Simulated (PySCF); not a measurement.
**Dipole moment and polarisability of (F2In-mu-H)3**

(F2In-mu-H)3.
Structure used (PBE0-D3(BJ)/def2-SVP), in Å, numbered top down from 1:
```
atom  x, y, z in Å
In1   -0.5041   -0.1787   -1.9739
F2    -2.2702   -0.8766   -2.3777
F3     0.8068    0.4078   -3.2807
H4    -0.7065    1.2448   -0.7668
In5   -0.4301    1.7078    1.0237
F6    -2.1700    1.7831    1.8823
F7     0.9151    3.1080    1.0520
H8     0.4225    0.1304    1.5881
In9    0.9521   -1.5549    0.9642
F10   -0.1343   -2.9010    1.8454
F11    2.8924   -1.5792    0.8976
H12    0.3417   -1.3742   -0.8032
```

Level: PBE0/def2-SVPD (PySCF), static field, nuclei fixed, core orbitals frozen in the response. The polarisability tensor in these axes (au):

```
x    98.24  -6.40   4.52
y    -6.40 110.08   1.53
z     4.52   1.53 111.50
```

Problem. What are the eigenvalues, a third of the trace, and Δα (Δα² = ½Σ(αi − αj)² over the three pairs)?

Solution. Principal values 94.14, 112.44 and 113.23 au; mean 106.61 au = 15.80 Å³ = 17.58 × 10⁻⁴⁰ C²·m²/J; Δα = 18.71 au (18 % of the mean).

Problem. What is the dipole moment?

Solution. 0.06 D at this geometry.

Problem. What molar refraction does this α imply?

Solution. Lorentz–Lorenz: R = (4π/3)N_A α = 2.5225 cm³/(mol·Å³) × 15.80 Å³ = 39.8 cm³/mol, in the limit of long wavelengths.

Problem. Find the Langevin capture rate constant for O2+ (31.990 u) meeting this molecule (461.726 u), k = 2.342 × 10⁻⁹ cm³/s × √(α in Å³ / reduced mass in u).

Solution. The reduced mass is 29.92 u, so k = 1.70 × 10⁻⁹ cm³/s.

Problem. What would n − 1 = 2πNα be for an ideal gas of these molecules at 273.15 K and 1 atm, electronic part alone?

Solution. N = p/kT = 2.6868 × 10¹⁹ cm⁻³, so n − 1 = 2π × N × 15.80 × 10⁻²⁴ cm³ = 2667 × 10⁻⁶ at long wavelengths.

Problem. What depolarisation ratio follows for Rayleigh scattering of linearly polarised light, taking the static tensor?

Solution. ρ = 3Δα²/(45ᾱ² + 4Δα²) = 1050.4/(511409 + 1400.5) = 0.00205.

Geometry: PBE0-D3(BJ)/def2-SVP; no solvent, vibrations or thermal averaging. Atoms past krypton carry effective core potentials; spin–orbit coupling is left out.
